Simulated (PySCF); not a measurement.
# From computed data to an observable: entropy of an ideal gas

CH3Si, SMILES [CH]=[SiH2], multiplicity 2.

The structure is a stationary point at PBE0-D3(BJ)/def2-TZVP. The isomer is the one that the SMILES or the coordinates give; other isomers of the formula were not compared.

PBE0-D3(BJ)/def2-TZVP in PySCF 2.14.0 gives the harmonic wavenumbers 206, 340, 599, 662, 940, 1076, 2255, 2267, 3358 cm⁻¹ and the rotational temperatures 7.7360, 0.7616, 0.6934 K. The molar mass is 43.12 g/mol, the symmetry number 2, the spin multiplicity 2.

Work out the entropy at 298.15 K and 1 atm in the rigid-rotor, harmonic-oscillator model.


Translation (Sackur–Tetrode at 1 atm): S = R[1.5 ln M + 2.5 ln T − 1.16487] = 155.7 J/(mol K).
Rotation: q = (√π/σ) T^1.5/√(θA θB θC) = 2260, S = R[ln q + 3/2] = 76.7 J/(mol K).
Vibration: with u = 1.4388 ν/T, each mode gives R[u/(e^u − 1) − ln(1 − e^−u)]:
```json
[
 {"ν (cm⁻¹)": "206", "modes": "1", "u": "0.99", "S (J/(mol K))": "8.70"},
 {"ν (cm⁻¹)": "340", "modes": "1", "u": "1.64", "S (J/(mol K))": "5.07"},
 {"ν (cm⁻¹)": "599", "modes": "1", "u": "2.89", "S (J/(mol K))": "1.89"},
 {"ν (cm⁻¹)": "662", "modes": "1", "u": "3.19", "S (J/(mol K))": "1.48"},
 {"ν (cm⁻¹)": "940", "modes": "1", "u": "4.54", "S (J/(mol K))": "0.50"},
 {"ν (cm⁻¹)": "1076", "modes": "1", "u": "5.19", "S (J/(mol K))": "0.29"}
]
```
The stiffer modes add less than 0.005 each. Sum 17.9 J/(mol K).
Spin: R ln 2 = 5.8 J/(mol K).
Total 256.1 J/(mol K); the program's own thermochemistry gives 256.0. Translation makes up 61 % and vibration 7 %. Anharmonicity, hindered rotation and orbital degeneracy are left out.
